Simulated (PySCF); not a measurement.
Bonds (- single, = double, # triple, : aromatic): B1-C2, C2-C3, C3-C4, C4-C5, C5-N6, N6-B1. B1 carries H7; C2 carries H8, H9; C3 carries H10, H11; C4 carries H12, H13; C5 carries H14, H15; N6 carries H16.

- shieldings: GIAO HF/pcSseg-2
- B3LYP/pcJ-1 coupling constants (spin–dipole term only in couplings to heteroatoms)
- PBE0-D3(BJ)/def2-SVP geometry
- code: PySCF 2.14
- rapidly exchanging positions averaged, non-relativistic Hamiltonian, a single conformation, isolated molecule

Q: Predict the 2D correlation tables (HSQC, COSY, HMBC).

A: 

HSQC (one-bond C–H):
```csv
δH,δC,"$^{1}J$(C,H) (Hz)"
2.87 (H14/H15),46.6 (C5),143
1.47 (H10/H11),23.0 (C3),136
1.16 (H8/H9),29.8 (C2),136
1.02 (H12/H13),32.7 (C4),131
```

COSY cross peaks (|J| ≥ 2 Hz):
```csv
δH,δH,abs. J (Hz),bonds
5.57 (H7),1.16 (H8/H9),4.3,3
2.87 (H14/H15),1.02 (H12/H13),7.4,3
1.47 (H10/H11),1.16 (H8/H9),10.2,3
1.47 (H10/H11),1.02 (H12/H13),8.5,3
```

HMBC (two and three bonds, |J| ≥ 2.5 Hz):
```csv
δH,δC [abs. J in Hz]
5.57 (H7),29.8 (C2) [13.9]
2.87 (H14/H15),23.0 (C3) [6.3]
1.47 (H10/H11),"46.6 (C5) [9.2], 32.7 (C4) [2.9], 29.8 (C2) [2.7]"
1.16 (H8/H9),"32.7 (C4) [3.8], 23.0 (C3) [4.4]"
1.02 (H12/H13),29.8 (C2) [4.5]
```

Chemical shifts δ = σref − σ; $^{1}$H (31.68 ppm) and $^{13}$C (191.47 ppm) vs TMS, all at this level.

Short H···H contacts in this conformer between protons four or more bonds apart (candidates for NOE cross peaks, intensity ∝ r⁻⁶): H7···H14 2.57 Å, H7···H10 2.68 Å, H10···H14 2.73 Å, H9···H12 2.75 Å.

Exchangeable OH/NH protons stand at their gas-phase positions; hydrogen bonding in a real sample shifts them, mostly to higher δ. Hydrogens on boron are broadened and split by $^{11}$B (spin 3/2, 80 %) and 10B (spin 3). A carbon bonded to boron is broadened by the quadrupolar boron nucleus and is often missing from a measured spectrum. Unscaled 3J(H,H) at this level run about 10 % above measured values. Shifts are as computed, not scaled to solution data. Of 1211 compounds with measured shifts, 218 miss one by over three times the rms of a fit or turn the order of signals round; such compounds aren't used in these exercises.
